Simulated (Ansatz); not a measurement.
`CNB(C)[SiH3]` + HCl → `CNB(C)Cl` + SiH₄ at 700 K and 1 bar (cleavage of the B–Si bond).

Gas-phase electronic energies from Ansatz, PBE0-D4/def2-TZVP geometries. CCSD(T)/CBS adds triple-zeta CCSD(T) − MP2 to the extrapolated MP2 energy (def2 sets, frozen cores). This one scheme is used for every species. One conformer a species, not always the lowest.

```tsv
species	CCSD(T)/CBS energy (Eh)	H − E (kJ/mol)	S (J/(mol·K))
`CNB(C)[SiH3]`	-450.73419	416.1	524.6
HCl	-460.38127	38.4	211.8
`CNB(C)Cl`	-619.69503	335.7	458.5
SiH₄	-291.46306	115.5	252.9
```

H − E and S are ideal-gas, rigid-rotor, harmonic terms from PBE0-D4/def2-TZVP, for one conformer and one mirror image of each species. 1 Eh = 2625.50 kJ/mol, R = 8.31446 J/(mol·K).

**Question.** By hand: ΔE, ΔH, ΔS and ΔG.

**Answer.** ΔE = (-619.69503) + (-291.46306) − (-450.73419) − (-460.38127) = -0.04263 Eh = -111.9 kJ/mol. Δ(H − E) = 335.7 + 115.5 − 416.1 − 38.4 = -3.3, so ΔH = -115.2 kJ/mol. ΔS = 458.5 + 252.9 − 524.6 − 211.8 = -25.0 J/(mol·K). ΔG = -115.2 − 700 × (-25.0)/1000 = -97.7 kJ/mol.

**Question.** By hand: the equilibrium constant, and the temperature at which ΔG would vanish if ΔH and ΔS stayed fixed.

**Answer.** log₁₀ K = −ΔG/(RT ln 10) = 7.3. ΔG = 0 at ΔH/ΔS = 4608 K, far beyond where these terms or the molecules hold.

ΔH outweighs TΔS. A doubt of 5 kJ/mol in ΔE shifts log₁₀ K by 0.4 here. Other conformers and mirror images would add mixing entropy, several J/(mol·K) or more a flexible species. Modes under 60 cm⁻¹, often nearly free rotors, make the harmonic entropy too high. These are equilibria of isolated gas molecules and say nothing of rates. Largest T1 diagnostic: 0.013 (customary marks: 0.02 for closed shells, 0.045 for open ones).
